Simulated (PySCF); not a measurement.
## Cl⁺ (chlorine, charge +1) across methods

[Ne] 3s2 3p4, high-spin 3P determinant. All numbers are calculated (PySCF 2.14, scalar relativity by spin-free X2C-1e, in aug-cc-pCVTZ-DK with one added diffuse shell each of s, p, d, f type (9s8p6d4f, 91 functions)).

| method | E (hartree) | mean ε 3s β (eV) | mean ε 3p α (eV) | mean ε 3p β (eV) | Σ⟨r²⟩ (bohr²) | ⟨S²⟩ |
| --- | --- | --- | --- | --- | --- | --- |
| LDA | -459.5830 | -30.754 | -20.307 | -18.329 | 20.60 | 2.002 |
| B97-3 | -461.0433 | -32.679 | -21.949 | -19.990 | 20.45 | 2.004 |
| UHF | -460.46319 | -36.798 | -26.343 | -23.636 | 20.62 | 2.011 |
| CAM-B3LYP | -461.1195 | -34.170 | -23.411 | -21.437 | 20.60 | 2.003 |
| PBE | -460.9162 | -30.549 | -20.305 | -18.361 | 20.54 | 2.003 |
| PW91 | -461.0914 | -30.621 | -20.360 | -18.433 | 20.53 | 2.003 |
| HSE06 | -460.9707 | -32.051 | -21.608 | -19.530 | 20.49 | 2.005 |
| PBE0 | -460.9510 | -32.452 | -22.033 | -19.940 | 20.49 | 2.005 |
| r2SCAN | -461.0662 | -30.719 | -20.866 | -18.715 | 20.47 | 2.007 |
